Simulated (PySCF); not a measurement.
**P³⁺ (phosphorus, charge +3): UHF calculation**

Configuration: [Ne] 3s2, closed-shell 1S. Calculation: PySCF 2.14, in pcseg-2; the non-relativistic Hamiltonian (point nucleus).

* Total energy: -338.554771 hartree
* One-electron energy: -451.8643 hartree
* Hartree (Coulomb) energy: 134.9684 hartree
* Exchange energy: -21.6589 hartree
* Kinetic energy: 339.00386 hartree
* ⟨S²⟩: 0.0000
* ⟨L²⟩: 0.000
* Sum of ⟨r⟩: 7.520 bohr
* Sum of ⟨r²⟩: 8.960 bohr²
* Density at the nucleus (Gaussians lack the cusp): 2140 bohr⁻³
* Langevin diamagnetic susceptibility: -7.10 ×10⁻⁶ cm³/mol
* Time after the integrals: 0.11 s of wall time on 1 thread of Neoverse-N1 (shared host)

```json
{"shell": "1s", "electrons": "2", "mean orbital energy (hartree)": "-81.40996", "rms radius, mean of both spins (bohr)": "0.120"}
{"shell": "2s", "electrons": "2", "mean orbital energy (hartree)": "-8.93135", "rms radius, mean of both spins (bohr)": "0.561"}
{"shell": "2p", "electrons": "6", "mean orbital energy (hartree)": "-6.81634", "rms radius, mean of both spins (bohr)": "0.538"}
{"shell": "3s", "electrons": "2", "mean orbital energy (hartree)": "-1.83230", "rms radius, mean of both spins (bohr)": "1.81"}
```
